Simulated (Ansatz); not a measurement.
One change: `O[C](=S)[GaH][F]` becomes `OC(=S)S`.

Ansatz, PBE0-D4/def2-TZVP geometries, multiplicity 1. Each molecule was computed in one conformer, which needn't be the lowest.

Scalar relativity is left out up to krypton.

```
                             property  `O[C](=S)[GaH][F]`
  HOMO energy (B3LYP/def2-TZVPP) / eV               -7.20
  LUMO energy (B3LYP/def2-TZVPP) / eV               -2.41
  HOMO–LUMO gap (PBE/def2-TZVPP) / eV                3.14
HOMO energy (ωB97M-V/def2-TZVPP) / eV               -9.50
LUMO energy (ωB97M-V/def2-TZVPP) / eV                0.01
    LUMO energy (PBE/def2-TZVPP) / eV               -3.13
```

Question: What does the change do to each property? (An estimate is asked.)

Answer: The calculation gave: 
```csv
property,`OC(=S)S`,shift
HOMO energy (B3LYP/def2-TZVPP) / eV,-6.78,0.42
LUMO energy (B3LYP/def2-TZVPP) / eV,-1.80,0.61
HOMO–LUMO gap (PBE/def2-TZVPP) / eV,3.36,0.22
HOMO energy (ωB97M-V/def2-TZVPP) / eV,-9.20,0.30
LUMO energy (ωB97M-V/def2-TZVPP) / eV,0.54,0.53
LUMO energy (PBE/def2-TZVPP) / eV,-2.45,0.68
```

With PBE0 the HOMO rises by 0.38 eV and the LUMO rises by 0.61 eV, so the gap widens by about 0.23 eV. PBE moves the HOMO by 0.46 eV and ωB97M-V by 0.30 eV. The zero-point energy changes by 2.9 kJ/mol with -3 modes.

Positive LUMOs are unbound, so they and the gaps depend on the basis.

B3LYP here is the variant with VWN-RPA as its local correlation; programs differ in this.
